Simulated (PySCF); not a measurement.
Species: C5H8O3.
Atom-mapped SMILES: `[CH3:1]/[CH:2]=[C:3](\[CH2:4][OH:5])[O:6][CH:7]=[O:8]` (hydrogens: H9, H10, H11 on C1; H12 on C2; H13, H14 on C4; H15 on O5; H16 on C7)

Structure optimised with GFN2-xTB, isolated species.

Problem. What internal coordinates does the optimisation give?

Solution. 
```csv
bond,length (bohr),order
C1–C2,2.812,single
C2=C3,2.507,double
C3–C4,2.857,single
C4–O5,2.652,single
C3–O6,2.672,single
O6–C7,2.489,single
C7=O8,2.265,double
"C1–H9, C1–H10, C1–H11",2.055,single
C2–H12,2.045,single
"C4–H13, C4–H14",2.072,single
O5–H15,1.836,single
C7–H16,2.083,single
```

Bonds in one row agree within 0.02 bohr and their mean is given. Orders are formal, as drawn. A selection of angles:
```csv
angle,degrees
C2–C1–H9,111.7
C2–C1–H10,109.8
H9–C1–H10,109.5
H10–C1–H11,107.6
C1–C2–C3,125.7
C1–C2–H12,116.2
C3–C2–H12,118.1
C2–C3–C4,126.6
C2–C3–O6,117.3
C4–C3–O6,116.1
C3–C4–O5,112.8
C3–C4–H13,109.6
O5–C4–H13,106.3
O5–C4–H14,111.1
H13–C4–H14,108.2
C4–O5–H15,107.4
C3–O6–C7,119.4
O6–C7–O8,127.6
O6–C7–H16,108.5
O8–C7–H16,123.8
```

Dihedral angles: C1–C2–C3–C4 1° (synperiplanar); C2–C3–C4–O5 78° (synclinal); C2–C3–O6–C7 -128° (anticlinal); C3–O6–C7–O8 1° (synperiplanar); H15–O5–C4–C3 61° (synclinal). The mirror-image conformer, all signs reversed, is as good.

Of the pairs four or more bonds apart, those above aside, C4···O8 is among the closest relative to their van der Waals radii: 2.88 Å, 89 % of the sum of Bondi's values. H15 on O5 lies 2.03 Å from O8, 6 bonds away (angle at H 137°; Bondi radii sum to 2.72 Å). The C–O distances run from 1.199 Å (C7=O8, drawn double) to 1.414 Å (C3–O6, drawn single), a spread of 0.215 Å. O5 (alcohol oxygen) is bent (angle 107.4°). The C–C distances run from 1.326 Å (C2=C3, drawn double) to 1.512 Å (C3–C4, drawn single), a spread of 0.186 Å.

Point group: C1 (no symmetry element, even within 0.4 Å). Not checked by GFN2-xTB frequencies. The numbers are those of one conformer (C2–C3–C4–O5 78°, C3–C4–O5–H 61°, C2–C3–O6–C7 -128°, C3–O6–C7–O8 1°).

All values are computed, not measured.
